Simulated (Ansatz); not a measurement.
Consider the redistribution: `NCBCl` + `B[O][GeH3]` → `BBCl` + `NC[O][GeH3]`.

Calculated with Ansatz (gas phase, PBE0-D4/def2-TZVP geometries, no zero-point term in ΔE). CCSD(T)/CBS is the MP2 limit (def2-TZVPP, def2-QZVPP) plus CCSD(T) − MP2 in def2-TZVPP, frozen cores. DFT in def2-TZVPP. B3LYP here is the variant with VWN-RPA as its local correlation; programs differ in this. For Ge outer-core shells are correlated without core-valence functions, which leaves a few kJ/mol of doubt a bond. Scalar relativity is left out up to krypton. Each species was taken in one conformer, which may not be the lowest.

`NCBCl`:

Z-matrix (Å, degrees):
```
C
B 1 1.549
N 1 1.444 2 117.7
H 1 1.100 2 106.9 3 124.8
H 1 1.112 2 102.2 3 -126.9
Cl 2 1.749 1 121.6 3 11.9
H 2 1.193 1 121.4 3 -171.1
H 3 1.011 1 111.5 2 -38.9
H 3 1.010 1 112.1 2 -160.6
```

`B[O][GeH3]`:

Cartesian coordinates in Å:
```
B 0.402 1.521 -0.062
O 0.676 0.301 0.422
Ge -0.252 -1.204 0.098
H -0.544 1.700 -0.790
H 1.127 2.425 0.253
H -0.720 -1.712 1.466
H 0.737 -2.176 -0.557
H -1.425 -0.854 -0.828
```

`BBCl`:

Cartesian coordinates in Å:
```
B 0.602 0.617 0.162
B -0.651 -0.443 -0.043
Cl -0.356 -1.887 -0.992
H 0.798 1.514 -0.608
H 1.363 0.520 1.082
H -1.756 -0.321 0.399
```

`NC[O][GeH3]`:

Cartesian coordinates in Å:
```
N -0.779 -0.713 1.877
C -0.502 0.121 0.761
O 0.344 -0.516 -0.186
Ge 0.801 0.379 -1.657
H 0.077 -0.970 2.353
H -1.237 -1.566 1.581
H -0.026 1.042 1.126
H -1.454 0.394 0.287
H 1.551 1.665 -1.256
H -0.473 0.745 -2.444
H 1.698 -0.581 -2.442
```

| level | ΔE (kcal/mol) | difference from CCSD(T)/CBS |
| --- | --- | --- |
| r2SCAN-D4 | 51.2 | -1.1 |
| PBE0-D4 | 50.9 | -1.4 |
| B3LYP-D4 | 51.5 | -0.8 |
| B2PLYP | 52.3 | 0.0 |
| PBE | 50.0 | -2.3 |
| r2SCAN | 51.2 | -1.1 |
| PBE0 | 50.8 | -1.5 |
| HF/def2-TZVPP | 50.5 | -1.8 |
| MP2/def2-TZVPP | 54.3 | 2.0 |
| CCSD/def2-TZVPP | 51.8 | -0.5 |
| CCSD(T)/def2-TZVPP | 52.1 | -0.2 |
| HF/def2-QZVPP | 50.8 | -1.5 |
| MP2/def2-QZVPP | 54.6 | 2.3 |
| SCS-MP2/def2-QZVPP | 53.2 | 0.9 |
| MP2/CBS(def2) | 54.5 | 2.2 |
| CCSD/CBS(def2) | 52.0 | -0.3 |
| CCSD(T)/CBS | 52.3 | 0 |

Largest T1 diagnostic among the species: 0.013.

From PBE to PBE0 (25 % exact exchange), in def2-TZVPP and without D4, ΔE moves by +0.8 kcal/mol. In def2-TZVPP, CCSD(T) changes the Hartree–Fock value by +1.6 kcal/mol (the triples alone add +0.2 kcal/mol) and MP2 by +3.8 kcal/mol.
